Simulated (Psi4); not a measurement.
CH4Si, charge -1, doublet, at a GFN2-xTB geometry (a state made from the parent by changing its charge; the spin is typed, not shown lowest) (a gas-phase anion, which may not be bound at this level); BLYP/6-31G run with Psi4.

The Psi4 input:
```
memory 2 GB

molecule mol {
-1 2
C    -1.160545   -0.042206    0.361801
Si    0.557851    0.018464   -0.213228
H    -1.786896    0.805471    0.041220
H    -1.696400   -0.974873    0.123815
H     1.378116   -1.094263    0.379246
H     1.258529    1.258410    0.270099
}

set {
  basis 6-31g
  reference uks
  level_shift 1.0
}

energy('blyp')
print_variables()
```

The log (banner, timings and long lists left out):

```
   => Loading Basis Set <=

    Name: 6-31G
    Role: ORBITAL
    Keyword: BASIS

         ---------------------------------------------------------
                                   SCF
               by Justin Turney, Rob Parrish, Andy Simmonett
                          and Daniel G. A. Smith
                              UKS Reference
         ---------------------------------------------------------

  ==> Geometry <==

    Molecular point group: c1
    Full point group: C1

    Geometry (in Angstrom), charge = -1, multiplicity = 2:

       Center              X                  Y                   Z               Mass
    ------------   -----------------  -----------------  -----------------  -----------------
         C           -1.179340130720    -0.042315021684     0.380049850323    12.000000000000
         SI           0.539055869280     0.018354978316    -0.194979149677    27.976926534650
         H           -1.805691130720     0.805361978316     0.059468850323     1.007825032230
         H           -1.715195130720    -0.974982021684     0.142063850323     1.007825032230
         H            1.359320869280    -1.094372021684     0.397494850323     1.007825032230
         H            1.239733869280     1.258300978316     0.288347850323     1.007825032230

  Running in c1 symmetry.

  Rotational constants: A =      2.98622  B =      0.44853  C =      0.41365 [cm^-1]
  Rotational constants: A =  89524.64703  B =  13446.73162  C =  12401.02594 [MHz]
  Nuclear repulsion =   49.552071675132936

  Charge       = -1
  Multiplicity = 2
  Electrons    = 25
  Nalpha       = 13
  Nbeta        = 12

  ==> Algorithm <==

  SCF Algorithm Type is DF.
  DIIS enabled.
  MOM disabled.
  Fractional occupation disabled.
  Guess Type is SAD.
  Energy threshold   = 1.00e-06
  Density threshold  = 1.00e-06
  Integral threshold = 1.00e-12

  ==> Primary Basis <==

  Basis Set: 6-31G
    Blend: 6-31G
    Number of shells: 20
    Number of basis functions: 30
    Number of Cartesian functions: 30
    Spherical Harmonics?: false
    Max angular momentum: 1

  ==> DFT Potential <==

   => LibXC <=

    Version 7.1.2
    S. Lehtola, C. Steigemann, M. J. T. Oliveira, and M. A. L. Marques,  SoftwareX 7, 1–5 (2018) (10.1016/j.softx.2017.11.002)

   => Composite Functional: BLYP <=

    BLYP GGA Exchange-Correlation Functional

    P.J. Stephens et. al., J. Phys. Chem., 98, 11623-11627, 1994
    B. Miehlich et. al., Chem. Phys. Lett., 157(3), 200-206 1989

    Deriv               =              1
    GGA                 =           TRUE
    Meta                =          FALSE

    Exchange Hybrid     =          FALSE
    MP2 Hybrid          =          FALSE

   => Exchange Functionals <=

    1.0000     XC_GGA_X_B88

   => Correlation Functionals <=

    1.0000     XC_GGA_C_LYP

   => LibXC Density Thresholds  <==

    XC_GGA_C_LYP:  1.00E-14
    XC_GGA_X_B88:  1.00E-15

   => Molecular Quadrature <=

    Radial Scheme          =       TREUTLER
    Pruning Scheme         =           NONE
    Nuclear Scheme         =       TREUTLER

    Blocking Scheme        =         OCTREE
    BS radius alpha        =              1
    Pruning alpha          =              1
    Radial Points          =             75
    Spherical Points       =            302
    Total Points           =         130761
    Total Blocks           =           1035
    Max Points             =            256
    Max Functions          =             30
    Weights Tolerance      =       1.00E-15

   => Loading Basis Set <=

    Name: (6-31G AUX)
    Role: JKFIT
    Keyword: DF_BASIS_SCF

  ==> Integral Setup <==

  SCF_SUBTYPE=INCORE selected. In-core MEM_DF algorithm will be used.
  Using in-core AOs.

  ==> MemDFJK: Density-Fitted J/K Matrices <==

    J tasked:                   Yes
    K tasked:                    No
    wK tasked:                   No
    Algorithm:                 Core
    Schwarz Cutoff:           1E-12
    Mask sparsity (%):       0.2222
[...]
    Using symmetric orthogonalization.

  ==> Pre-Iterations <==

  SCF Guess: Superposition of Atomic Densities via on-the-fly atomic UHF (no occupation information).

   -------------------------
    Irrep   Nso     Nmo
   -------------------------
     A         30      30
   -------------------------
    Total      30      30
   -------------------------

  ==> Iterations <==

                           Total Energy        Delta E     RMS |[F,P]|

   @DF-UKS iter SAD:  -329.38043109208007   -3.29380e+02   0.00000e+00
   @DF-UKS iter   1:  -329.32394706622381    5.64840e-02   3.02389e-02 ADIIS/DIIS/SHIFT
   @DF-UKS iter   2:  -329.78898187493400   -4.65035e-01   6.56459e-03 ADIIS/DIIS
   @DF-UKS iter   3:  -329.79117500758366   -2.19313e-03   7.33035e-03 ADIIS/DIIS
   @DF-UKS iter   4:  -329.83017345212147   -3.89984e-02   1.78545e-03 ADIIS/DIIS
   @DF-UKS iter   5:  -329.83149370912133   -1.32026e-03   1.41598e-03 ADIIS/DIIS
   @DF-UKS iter   6:  -329.83306310168251   -1.56939e-03   1.57908e-04 ADIIS/DIIS
   @DF-UKS iter   7:  -329.83308680009992   -2.36984e-05   3.43338e-05 DIIS
   @DF-UKS iter   8:  -329.83308805428180   -1.25418e-06   8.55422e-06 DIIS
   @DF-UKS iter   9:  -329.83308813633744   -8.20556e-08   9.46210e-07 DIIS
  Energy and wave function converged.

  ==> Post-Iterations <==

   Electrons on quadrature grid:
      Nalpha   =   12.9999989806 ; deviation = -1.019e-06
      Nbeta    =   11.9999976986 ; deviation = -2.301e-06
      Ntotal   =   24.9999966792 ; deviation = -3.321e-06

   @Spin Contamination Metric:   2.607105116E-03
   @S^2 Expected:                7.500000000E-01
   @S^2 Observed:                7.526071051E-01
   @S   Expected:                5.000000000E-01
   @S   Observed:                5.000000000E-01

    Orbital Energies [Eh]
    ---------------------

    Alpha Occupied:

[...]
      13A      0.119925

    Alpha Virtual:

[...]
    Beta Occupied:

[...]
    Beta Virtual:

[...]
    Final Occupation by Irrep:
              A
    DOCC [    12 ]
    SOCC [     1 ]
    NA   [    13 ]
    NB   [    12 ]

  @DF-UKS Final Energy:  -329.83308813633744

   => Energetics <=

    Nuclear Repulsion Energy =             49.5520716751329360
    One-Electron Energy =                -558.6152672385306914
    Two-Electron Energy =                 207.1883007228155122
    DFT Exchange-Correlation Energy =     -27.9581932957552155
    Empirical Dispersion Energy =           0.0000000000000000
    VV10 Nonlocal Energy =                  0.0000000000000000
    Total Energy =                       -329.8330881363374374

  UHF NO Occupations:
  HONO-2 :   11  A 1.9998183
  HONO-1 :   12  A 1.9990721
  HONO-0 :   13  A 1.0000000
  LUNO+0 :   14  A 0.0009279
  LUNO+1 :   15  A 0.0001817
  LUNO+2 :   16  A 0.0001057
  LUNO+3 :   17  A 0.0000764

Computation Completed

Properties will be evaluated at   0.000000,   0.000000,   0.000000 [a0]

Properties computed using the SCF density matrix

 Multipole Moments:

 ------------------------------------------------------------------------------------
     Multipole            Electronic (a.u.)      Nuclear  (a.u.)        Total (a.u.)
 ------------------------------------------------------------------------------------

 L = 1.  Multiply by 2.5417464519 to convert [e a0] to [Debye]
 Dipole X            :          0.5334809           -0.8524368           -0.3189560
 Dipole Y            :         -0.0094867           -0.0049351           -0.0144218
 Dipole Z            :         -0.7890466            0.8276366            0.0385900
 Magnitude           :                                                    0.3216055

 ------------------------------------------------------------------------------------

  Variable Map:
  ----------------------------------------------------------------------------
[...]
  Array Variable Map:
  ----------------------------------------------------------------------------
[...]
[...]
```
